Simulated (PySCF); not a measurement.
Assigning NMR signals

Numbering as in the mapped SMILES `[OH:1][SiH2:2][CH2:3][C:4]([F:5])([F:6])[F:7]` (H(Xn): hydrogen on atom n).

Theory: GFN2-xTB structure, PBE0/pcSseg-1 with gauge-including orbitals, in PySCF (isolated molecule, a single conformation, averaged over atoms made equivalent by symmetry, fast rotation or ring inversion, no relativistic terms).

References, each an isolated molecule treated in the same way: ¹³C (σ = 186.93 ppm) and ¹H (σ = 31.72 ppm) against TMS.

Q: Assign these signals to the numbered atoms. ¹³C{¹H} NMR (computed): δ 138.2, 26.7.

A: 
138.2 → C4, CF3 carbon: 3 electronegative neighbours deshield it
26.7 → C3, sp3 CH2 bonded to Si

Q: Assign these signals to the numbered atoms. ¹H NMR (600 MHz, computed): δ 5.09 (t, 2H), 1.86 (br s, 1H), 1.58 (m, 2H).

A: 
```tsv
δ (ppm)	atoms	environment	reason
5.09	H(Si2)	hydrogen on a silicon bonded to C, O	–
1.86	H(O1)	hydrogen on an oxygen bonded to Si	exchangeable; this is the value without hydrogen bonding to other molecules
1.58	H(C3)	hydrogen on an sp3 CH2 bonded to Si	–
```

OH and NH positions are those of a molecule without intermolecular hydrogen bonds; in solution they move with solvent, concentration and temperature, and exchange usually removes their couplings. Splittings by ¹⁹F in the carbon and heteronuclear signals aren't shown, as no couplings were computed. Shifts are as computed. Against solution values, carbons near 30 ppm lie about +3 ppm off and those near 130 ppm about +5 ppm. Of 1309 compounds with measured shifts, 239 miss one by over three times the rms of a fit or turn the order of signals round; such compounds aren't used in these exercises. Multiplicities follow the n + 1 count of equivalent neighbours, as no J values were calculated; m marks all less simple cases, F and P coupling included.
